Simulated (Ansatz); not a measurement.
A made-up structure of B2H5O2 (charge +1), closed shell:

| atom | x (Å) | y (Å) | z (Å) |
| --- | --- | --- | --- |
| B1 | -0.3494 | 1.3775 | -0.7206 |
| B2 | 0.3329 | 0.0255 | 0.0357 |
| O3 | 1.6052 | -0.1352 | 0.3050 |
| O4 | -0.5890 | -1.1030 | 0.4448 |
| H5 | -0.4047 | 1.4320 | -1.9087 |
| H6 | -0.7683 | 2.2821 | -0.0692 |
| H7 | 2.0269 | -0.8793 | 0.7462 |
| H8 | -1.5475 | -1.0683 | 0.2989 |
| H9 | -0.0573 | -0.0139 | 1.1168 |

It is relaxed with PBE-D4/def2-SVP and then PBE0-D4/def2-TZVP (Ansatz 0.2.0). Atoms count as bonded within 1.22 times the sum of their covalent radii (H–H: 0.88 Å). The end point is not checked to be a true minimum.

**Question.** Does its bonding change? (Judge from chemistry; the calculation decides.)

**Answer.** By the calculation: Yes. Formed: O4–H9; broken: B2–H9.

Where it ends: The first stage lowers the energy by 3.35 eV in 22 steps. It ends as B₂H₅O₂ ([BH2][B]([OH])[OH2]), total charge +1:
```xyz
9
angstrom
B -0.2342 1.4712 -0.9146
B 0.3624 0.2075 0.0406
O 1.6289 -0.0449 0.2633
O -0.6346 -0.7198 0.7013
H -0.4208 1.3052 -2.0789
H -0.4603 2.5341 -0.4276
H 2.0057 -0.7518 0.7967
H -1.5931 -0.6114 0.5961
H -0.4051 -1.4728 1.2720
```

Labels in which every atom is bracketed show which atoms are joined, not bond orders.

For scale, one of the runs: PBE0-D4/def2-TZVP relaxation, 154 basis functions, launched by `ansatz run in.yaml --threads 2 --pin off --events-out ev --progress --plain --max-ram 4352MiB`. Hardware: 2 CPU threads of an Arm Neoverse V2, shared host. Wall time about 42 s.
